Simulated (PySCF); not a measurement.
CH4CdOS, SMILES C[S][Cd][OH].

Geometry: PBE-D3(BJ)/def2-SVP. The structure was generated by enumeration; whether it is a known compound was not checked. The def2 effective core potentials stand for the cores of Cd; spin–orbit coupling is left out. Other conformers were not sampled.

Computed with TDDFT-M06-2X/def2-SVPD in PySCF.

Vertical excitations. Isolated molecule, no solvent.

| state | energy (eV) | λ (nm) | f | main pairs |
|---|---|---|---|---|
| S1 | 4.16 | 298 | 0.013 | HOMO→LUMO 94 % |
| S2 | 4.89 | 253 | 0.002 | HOMO→LUMO+1 93 % |
| S3 | 5.27 | 235 | 0.018 | HOMO−2→LUMO 75 % |
| S4 | 5.38 | 230 | 0.028 | HOMO→LUMO+2 51 %, HOMO−1→LUMO 28 %, HOMO−2→LUMO 17 % |
| S5 | 6.03 | 206 | 0.233 | HOMO−1→LUMO+1 45 %, HOMO−1→LUMO 26 %, HOMO→LUMO+2 17 % |
| S6 | 6.08 | 204 | 0.151 | HOMO−1→LUMO+1 49 %, HOMO−1→LUMO 23 %, HOMO→LUMO+2 17 % |
| S7 | 6.47 | 192 | 0.021 | HOMO−3→LUMO 57 %, HOMO−2→LUMO+1 22 % |
| S8 | 6.51 | 190 | 0.036 | HOMO−1→LUMO+2 78 % |
| S9 | 6.68 | 186 | 0.002 | HOMO→LUMO+4 54 %, HOMO→LUMO+8 13 %, HOMO−1→LUMO+2 12 % |
| S10 | 6.85 | 181 | 0.021 | HOMO→LUMO+3 91 % |
| T1 | 3.91 | 317 | 0 | HOMO→LUMO 92 % |
| T2 | 4.68 | 265 | 0 | HOMO−1→LUMO 83 % |
| T3 | 4.69 | 265 | 0 | HOMO→LUMO+1 83 % |
| T4 | 4.96 | 250 | 0 | HOMO−2→LUMO 89 % |
Triplets are in the Tamm–Dancoff approximation, which puts them higher than full response would, so one can lie above its singlet here.
